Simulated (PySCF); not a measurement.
AlH4N.

```xyz
6

Al     0.0000     0.0000     0.6505
H      0.0000     1.3942     1.3877
H      0.0000    -1.3942     1.3877
N      0.0000     0.0000    -1.1198
H      0.0000     0.8268    -1.6970
H      0.0000    -0.8268    -1.6970
```

The structure is a stationary point at B3LYP-D3(BJ)/def2-TZVP.

Computed with PBE0/pcSseg-2 (PySCF). Non-relativistic, no solvent.

Q: Give the absolute GIAO shielding of each atom: isotropic value and principal components (ppm). (The exact figures need the calculation; the answer reports its results.)

A: 
```
atom  σ(iso)    σ11    σ22    σ33   span
----  ------  -----  -----  -----  -----
Al1    354.4  328.8  365.4  369.1   40.4
H2      26.9   24.3   24.9   31.6    7.3
H3      26.9   24.3   24.9   31.6    7.3
N4     206.3  137.6  238.2  243.2  105.6
H5      29.6   24.8   25.4   38.6   13.8
H6      29.6   24.8   25.4   38.6   13.8
```
